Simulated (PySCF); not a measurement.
## Nb (niobium, neutral): UHF calculation

Configuration: [Kr] 4d3 5s1 5p1, one real determinant (an excited configuration). Computed with PySCF 2.14 in aug-cc-pVTZ-DK (9s8p6d3f2g, 102 functions), with the spin-free X2C one-electron Hamiltonian (Gaussian nucleus).

| Property | Result |
| --- | --- |
| Total energy | -3817.076765 hartree |
| One-electron energy | -5265.4187 hartree |
| Hartree (Coulomb) energy | 1566.1598 hartree |
| Exchange energy | -117.8179 hartree |
| ⟨S²⟩ | 8.7549 |
| ⟨L²⟩ | 13.929 |
| Sum of ⟨r⟩ | 33.18 bohr |
| Sum of ⟨r²⟩ | 71.18 bohr² |
| Traceless quadrupole moment −½Σ⟨3z² − r²⟩ along its main axis | -11.6 e·bohr² |
| Langevin diamagnetic susceptibility | -56.4 ×10⁻⁶ cm³/mol |

| shell | electrons | mean orbital energy (eV) | spread (eV) | rms radius, mean of both spins (bohr) |
| --- | --- | --- | --- | --- |
| 1s α | 1 | -19088.8 | 0 | 0.0415 |
| 1s β | 1 | -19088.8 | 0 | 0.0415 |
| 2s α | 1 | -2747.4 | 0 | 0.171 |
| 2s β | 1 | -2746.8 | 0 | 0.171 |
| 2p α | 3 | -2448.1 | 0.034 | 0.152 |
| 2p β | 3 | -2447.6 | 0.020 | 0.152 |
| 3s α | 1 | -493.55 | 0 | 0.471 |
| 3s β | 1 | -493.18 | 0 | 0.471 |
| 3p α | 3 | -392.76 | 0.020 | 0.478 |
| 3p β | 3 | -392.38 | 0.030 | 0.478 |
| 3d α | 5 | -227.85 | 0.780 | 0.473 |
| 3d β | 5 | -227.07 | 0.200 | 0.473 |
| 4s α | 1 | -78.092 | 0 | 1.24 |
| 4s β | 1 | -74.351 | 0 | 1.24 |
| 4p α | 3 | -49.219 | 0.080 | 1.39 |
| 4p β | 3 | -44.295 | 0.345 | 1.39 |
| 4d α | 3 | -11.529 | 0.215 | 2.15 |
| 5s α | 1 | -8.655 | 0 | 3.82 |
| 5p α | 1 | -4.770 | 0 | 4.88 |

⟨L²⟩ = 13.93 against 20 for a pure G term, so this real determinant mixes terms.

Densities and radii are taken from the X2C orbitals without a picture-change correction, which distorts them close to the nucleus.

Spin-orbit constants ζ (cm⁻¹) from the X2C one-electron operator on these orbitals: bare nucleus, nucleus screened by l(l+1)(2l+1)/3 electrons, and screened by the Breit-Pauli mean field of the electrons.

```tsv
shell	bare	screened nucleus	mean field
2p	523300	497800	n/a
3p	85660	81480	n/a
3d	11920	9009	n/a
4p	10630	10110	n/a
4d	730.9	552.6	n/a
5p	700.0	665.9	n/a
```

To first order the Landé constant is A = 116.2 cm⁻¹, so the lowest level has J = 3/2 and lies 0.180 eV below the centre of the term. This holds in LS coupling only.
